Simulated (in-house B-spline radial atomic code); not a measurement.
A radial electron density 4πr²n(r) was computed for an atom or ion in its tabulated ground configuration with an all-electron radial atomic-structure program (B-spline basis); method: Dirac-Kohn-Sham LDA PW92, spherical fractional occupations. Columns: r (bohr), 4πr²n(r) (electrons per bohr), bar.

```
 0.00333   0.6883 #
 0.00407   0.9939 ##
 0.00498    1.429 ###
 0.00609    2.035 ####
 0.00744    2.866 #####
 0.00909    3.988 #######
  0.0111    5.465 ##########
  0.0136    7.394 #############
  0.0166    9.735 ##################
  0.0203    12.52 #######################
  0.0248    15.57 ############################
  0.0303    18.63 ##################################
   0.037    21.29 #######################################
  0.0453    23.08 ##########################################
  0.0553    23.49 ###########################################
  0.0676    22.42 #########################################
  0.0826    20.28 #####################################
   0.101    18.07 #################################
   0.123    17.12 ###############################
   0.151    18.31 #################################
   0.184    21.16 ######################################
   0.225    23.95 ###########################################
   0.275    24.26 ############################################
   0.337    20.78 ######################################
   0.411    14.81 ###########################
   0.503    9.072 ################
   0.615    6.262 ###########
   0.751    6.466 ############
   0.918    7.571 ##############
    1.12     7.43 #############
    1.37    5.639 ##########
    1.68    3.277 ######
    2.05    1.575 ###
     2.5    0.753 #
    3.06    0.462 #
    3.74    0.324 #
    4.57   0.1877 
    5.59  0.07559 
    6.83  0.01956 
    8.34 0.003019 
    10.2 0.0002494 
    12.5 9.676e-06
```

Question: Which atom or ion is it?
A. Sc+
B. Ca+
C. K+
D. Ca2+

Answer: B. The area under the curve, ∫4πr²n dr = ∫r·4πr²n d(ln r) on this logarithmic grid, is 19 electrons, which only this option has. The configuration is [Ar] 4s1.
